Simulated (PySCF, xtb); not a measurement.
C4H8BN, SMILES C=C1CNB1C.

Harmonic wavenumbers (cm⁻¹) from GFN2-xTB in xtb at its own minimum, in rising order: 65, 154, 195, 212, 367, 486, 588, 629, 674, 707, 860, 863, 913, 917, 987, 1043, 1086, 1103, 1167, 1209, 1242, 1388, 1416, 1440, 1481, 1492, 1501, 1749, 2894, 2924, 3018, 3029, 3035, 3055, 3099, 3457.

Question: What does PBE-D3(BJ)/def2-SVP (PySCF) give at its own minimum? (The exact figures need the calculation; the answer reports its results.)

Answer: 83, 174, 195, 225, 366, 493, 585, 612, 670, 679, 803, 856, 857, 897, 983, 986, 1062, 1109, 1138, 1187, 1214, 1277, 1375, 1382, 1385, 1414, 1469, 1712, 2927, 2966, 2978, 3044, 3046, 3065, 3139, 3539. Paired by order, the mean absolute difference is 32 cm⁻¹ and the zero-point energies are 72.1 and 71.3 kcal/mol.
